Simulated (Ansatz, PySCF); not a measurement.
Potential energy curve for SMILES [OH2+][AlH3-] (H5AlO). The Al1–O5 bond (Al1 also carries H, H, H; O5 carries H, H) is stretched with both fragments frozen at the PBE0/def2-TZVP optimised geometry.

- UMP2 = MP2 on UHF/cc-pVTZ, frozen core in Ansatz (a program for electronic structure)
- RHF/6-31G* = restricted Hartree-Fock/6-31G*, spherical d in PySCF
- UCCSD = CCSD on UHF/cc-pVTZ, frozen core (Ansatz)
- RMP2 = MP2 on RHF/cc-pVTZ, frozen core run with Ansatz
- UMP2/6-31G* = unrestricted MP2 (frozen core)/6-31G*, spherical d in PySCF

Energies are in kcal/mol, each relative to the lowest point of its own curve near equilibrium.

| R / Å | UMP2 | RHF/6-31G* | UCCSD | RMP2 | UMP2/6-31G* |
|---|---|---|---|---|---|
| 1.64 | 24.7 | 27.4 | 24.5 | 24.7 | 28.7 |
| 1.73 | 12.3 | 14.0 | 12.2 | 12.3 | 14.8 |
| 1.81 | 5.8 | 6.9 | 5.7 | 5.8 | 7.3 |
| 1.91 | 1.6 | 2.0 | 1.5 | 1.6 | 2.2 |
| 1.99 | 0.2 | (withheld) | 0.2 | 0.2 | (withheld) |
| 2.03 | 0.0 | 0.0 | 0.0 | 0.0 | 0.0 |
| 2.12 | 0.3 | 0.1 | 0.3 | 0.3 | 0.1 |
| 2.15 | 0.6 | 0.3 | 0.6 | 0.6 | 0.3 |
| 2.25 | 2.0 | 1.6 | 2.0 | 2.0 | 1.6 |
| 2.36 | 3.9 | 3.4 | 3.9 | 3.9 | 3.6 |
| 2.49 | 6.4 | 5.7 | 6.3 | 6.4 | 6.2 |
| 2.73 | 10.7 | 9.7 | 10.4 | 10.7 | 10.8 |
| 3.01 | 14.7 | 13.5 | 14.2 | 14.7 | 15.2 |
| 3.34 | 18.0 | 16.7 | 17.4 | 18.0 | 19.0 |
| 3.68 | 20.3 | 19.0 | 19.6 | 20.3 | 21.6 |
| 4.05 | 22.0 | 20.7 | 21.2 | 22.0 | 23.5 |
| 4.48 | 23.3 | 22.0 | 22.4 | 23.3 | 25.0 |
| 5.03 | 24.4 | 23.0 | 23.4 | 24.4 | 26.2 |
| 5.43 | 24.8 | 23.4 | 23.8 | 24.8 | 26.7 |
| 6.04 | 25.2 | 23.8 | 24.2 | 25.2 | 27.1 |
| 7.10 | 25.5 | 24.1 | 24.5 | 25.5 | 27.4 |

Problem. Complete the blanks.

Solution. 
- 1.99, RHF/6-31G*: 0.3
- 1.99, UMP2/6-31G*: 0.4
